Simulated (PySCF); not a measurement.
# Electronic structure of Br (bromine, neutral) at the UHF level

Configuration: [Ar] 3d10 4s2 4p5, 2P determinant. Calculation: PySCF 2.14, in cc-pVTZ-PP with ECP10MDF (5s4p3d1f, 39 functions); scalar relativity through the core potential.

```json
{"Total energy": "-415.491391 hartree", "One-electron energy": "-729.7036 hartree", "Hartree (Coulomb) energy": "344.0513 hartree", "Exchange energy": "-29.8391 hartree", "⟨S²⟩": "0.7581", "⟨L²⟩": "2.031", "Sum of ⟨r⟩": "24.26 bohr", "Sum of ⟨r²⟩": "39.67 bohr²", "Traceless quadrupole moment −½Σ⟨3z² − r²⟩ along its main axis": "2.10 e·bohr²", "Time after the integrals": "0.15 s of wall time on 1 thread of Neoverse-V1 (shared host)"}
```

```csv
shell,electrons,mean orbital energy (hartree),spread (hartree),"rms radius, mean of both spins (bohr)"
3s α,1,-9.86485,0,0.590
3s β,1,-9.85569,0,0.590
3p α,3,-7.61217,0.02424,0.609
3p β,3,-7.60171,0.00140,0.609
3d α,5,-3.16141,0.02253,0.644
3d β,5,-3.15494,0.01057,0.644
4s α,1,-1.07543,0,1.83
4s β,1,-0.96870,0,1.83
4p α,3,-0.47564,0.06922,2.28
4p β,2,-0.43215,0,2.28
```

Energies and moments cover only the electrons outside the core potential.
